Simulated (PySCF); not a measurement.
Estimate the missing entries of this data sheet.

Species: phenylhydrazine, C₆H₈N₂.
Bonds: N1–N2, N2–C3, C3–C4 (aromatic), C4–C5 (aromatic), C5–C6 (aromatic), C6–C7 (aromatic), C7–C8 (aromatic), C3–C8 (aromatic). Hydrogens: H9, H10 on N1; H11 on N2; H12 on C4; H13 on C5; H14 on C6; H15 on C7; H16 on C8.

Conformer (atom-mapped SMILES and torsion angles): `[NH2:1][NH:2][c:3]1[cH:4][cH:5][cH:6][cH:7][cH:8]1`: N1–N2–C3–C4 -12°, H–N1–N2–C3 73°, H–N1–N2–C3 -48°.

```csv
property,level,value
"rotational constants A, B, C",PBE0-D3(BJ)/def2-SVP,?
dipole moment,wB97X-D/def2-SVPD,?
HOMO energy,wB97X-D/def2-SVPD,-7.60 eV
LUMO energy,wB97X-D/def2-SVPD,1.52 eV
lowest singlet excitation,TDDFT wB97X-D/def2-SVPD,"4.80 eV (258 nm, f = 0.047)"
strongest line among the 10 lowest singlet transitions,TDDFT wB97X-D/def2-SVPD,"S6/S7 at 6.84 eV (181 nm, f = 0.480 summed over these states)"
lowest triplet excitation (Tamm–Dancoff),TDA wB97X-D/def2-SVPD,3.90 eV
static isotropic polarisability,wB97X-D/def2-SVPD,88.3 au
vertical ionisation energy,ΔSCF wB97X-D/def2-SVPD,7.70 eV
electronic spatial extent ⟨r²⟩ about the centre of nuclear charge,wB97X-D/def2-SVPD,985 bohr²
13C chemical shifts (computed TMS as zero) by class,GIAO PBE/pcSseg-1,"151.1 (C3), 131.8 (C5/C7), 119.7 (C6), 109.1 (C4/C8) ppm"
1H chemical shifts (computed TMS as zero) by class,GIAO PBE/pcSseg-1,?
"isotropic shieldings of nuclei other than C and H, by class",GIAO PBE/pcSseg-1,?
largest of the computed one-bond spin–spin couplings (means over like bonds),"B3LYP/pcJ-1, spin–dipole term left out for some pairs","13C–1H +169.5 (C6–H14), 13C–1H +164.2 (C5–H13 and 1 like it), 13C–1H +162.5 (C4–H12 and 1 like it), 15N–1H -107.5 (N2–H11), 15N–1H -73.8 (N1–H9 and 1 like it), 13C–13C +68.8 (C3–C4 and 1 like it), 13C–13C +67.0 (C4–C5 and 1 like it), 13C–13C +62.7 (C5–C6 and 1 like it) Hz"
```

The electronic properties come from PySCF, for the isolated species, density fitting. The structure is a single PBE0-D3(BJ)/def2-SVP conformer in the gas phase; no vibrational or solvent corrections. NMR classes are plain means over equivalent atoms (diastereotopic ones count apart unless rotation or inversion swaps them), as if these changed places fast; in this geometry the members of some classes differ.

**Question.** What are the rotational constants A, B, C?

**Answer.** 5.037, 1.528, 1.182 GHz.

**Question.** What are the isotropic shieldings of nuclei other than C and H, by class?

**Answer.** 148 (N2), 192 (N1) ppm.

**Question.** Give the dipole moment.

**Answer.** 0.57 D.

**Question.** What are the 1H chemical shifts (computed TMS as zero) by class?

**Answer.** 7.09 (H13/H15), 6.61 (H14), 6.24 (H12/H16), 4.47 (H11), 2.49 (H9/H10) ppm.

In atomic units the dipole is 0.22 e·bohr (1 au = 2.5417 D). In wavenumbers S1 is 38800 cm⁻¹ (1 eV = 8065.54 cm⁻¹). With B = h/(8π²I), that is 505.379 GHz u Å² over I, the principal moments of inertia are 100.3, 330.6 and 427.7 u Å² (most abundant isotopes); the inertial defect Ic − Ia − Ib is -3.2 u Å² (zero for a rigid planar frame, negative otherwise). The polarisability is 13.08 Å³ as a volume (1 au = 0.148185 Å³), or 1.52 au for each of the 58 electrons.
